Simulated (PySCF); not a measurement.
# How methods differ on the excitation energy of Mg

Mg [Ne] 3s2 (1S) → Mg [Ne] 3p2 (3P), as a difference of total energies. Computed with PySCF 2.14 in ANO-RCC-VTZP (5s4p2d1f, 34 functions), with scalar relativity by spin-free X2C-1e. Correlated levels: valence and next inner shell: 1s2 frozen. The calculations carry no spin-orbit coupling.

```json
{"method": "UHF", "excitation energy (eV)": "6.300", "error (eV)": "-0.873"}
{"method": "MP2 (valence and next inner shell)", "excitation energy (eV)": "6.923", "error (eV)": "-0.250"}
{"method": "SCS-MP2 (valence and next inner shell)", "excitation energy (eV)": "7.060", "error (eV)": "-0.113"}
{"method": "CCSD (valence and next inner shell)", "excitation energy (eV)": "7.125", "error (eV)": "-0.048"}
{"method": "CCSD(T) (valence and next inner shell)", "excitation energy (eV)": "7.151", "error (eV)": "-0.022"}
```

Reference: 7.173 eV (measured; NIST levels, between the centres of gravity of the two terms).

Errors of the correlated levels include the incompleteness of this basis and the frozen core.

The basis was made for the ground configuration and has no added diffuse functions, so the excitation energy can come out too high.
